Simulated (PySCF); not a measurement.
Isomers of C3H10AsNSi. Method used: PBE0-D3(BJ)/def2-SVP geometry optimisation, gas phase in PySCF. One conformer each; no zero-point energy, no entropy. No frequencies were run at this level. Point groups hold within 0.08 Å.

**Question.** Order them by energy at this level, lowest first, and give relative energies in kJ/mol.
A. `[CH2:1]=[CH:2][CH2:3][NH:4][SiH2:5][AsH2:6]` with C1–C2–C3–N4 0°, C2–C3–N4–Si5 -83°, C3–N4–Si5–As6 -36°, N4–Si5–As6–H 177° and 85°
B. `[CH2:1]=[CH:2][CH2:3][Si@@H:4]([NH2:5])[AsH2:6]` with C1–C2–C3–Si4 -109°, C2–C3–Si4–N5 -65°, C3–Si4–N5–H -83° and 131°, C3–Si4–As6–H 43° and 135°

**Answer.** B (0.0), A (60.0).

As drawn, the lower has an Si–C bond, which the higher lacks.

| SMILES | E (Eh) | E rel (kJ/mol) | dipole (D) | point group | A, B, C (MHz) |
| --- | --- | --- | --- | --- | --- |
| C=CC[Si@@H](N)[AsH2] | -2699.38594 | 0.0 | 1.67 | C1 | 1989, 1330, 923.5 |
| C=CCN[SiH2][AsH2] | -2699.36307 | 60.0 | 1.28 | C1 | 3111, 871.9, 797.2 |

**Question.** How do the relative energies change in single points at PBE0/pcSseg-1 (no added dispersion term) on the same geometries?

**Answer.** 
```tsv
SMILES	PBE0-D3(BJ)/def2-SVP (kJ/mol)	PBE0/pcSseg-1 (kJ/mol)	shift
C=CC[Si@@H](N)[AsH2]	0.0	0.0	0.0
C=CCN[SiH2][AsH2]	60.0	64.5	+4.5
```

Each column counts from its own lowest isomer. The order is unchanged; the largest shift is 4.5 kJ/mol.
